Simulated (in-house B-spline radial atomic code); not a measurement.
Checks on a self-consistent run for As V (As4+), [Ar] (3d3/2)3 (3d5/2)6 4s1 (8g7/2)1. Computed with a radial B-spline atomic code at the basis-set limit: Dirac-Hartree-Fock, average of the jj configuration, Fermi nucleus of rms radius 4.0968 fm.

```
orbital  q      ε (Eh)      <1/r>        <r²>  small-component weight
  1s1/2  2  -442.18776    33.4732  0.00278419                0.014274
  2s1/2  2   -60.78402    7.44747   0.0480617               0.0028076
  2p1/2  2   -54.37055      7.379    0.037378               0.0027749
  2p3/2  4   -53.05043    7.16435   0.0388907                0.002715
  3s1/2  2   -11.10116    2.41739    0.400087              0.00065974
  3p1/2  2    -8.80506    2.29115    0.422079              0.00060692
  3p3/2  4    -8.69971    2.24865     0.43388               0.0005962
  3d3/2  3    -4.91001     1.9911    0.492029              0.00048533
  3d5/2  6    -4.89531    1.97977    0.496562              0.00048172
  4s1/2  1    -2.82571   0.821208     2.87717              0.00012145
  8g7/2  1    -0.19558  0.0784619     332.894              5.2452e-06
```

Electron-electron repulsion V_ee = 803.5413 hartree.

(1) What total energy follows from the eigenvalues?

(2) Does the Dirac virial theorem hold?

(3) What diamagnetic shielding (Lamb formula) and susceptibility (Langevin formula) do the radii give?

Results:

(1) The eigenvalues count the repulsion twice, so E = Σqε - V_ee = -1448.621 - 803.541 = -2252.162 hartree; the run printed -2252.162.

(2) For a point nucleus E = -2c²Σq·w, with w the small-component weight. Here Σq·w = 0.059965 and c = 137.0360, so the ratio E/(-2c²Σq·w) is 1.000013; the finite nucleus accounts for the departure from 1.

(3) σ = (α²/3)Σq<1/r> = 162.42/(3·137.036²) = 2883 ppm, and χ = -0.79199×10⁻⁶·Σq<r²> = -272.4×10⁻⁶ cm³/mol with Σq<r²> = 343.94 bohr². Both are non-relativistic formulas without the paramagnetism of open shells.
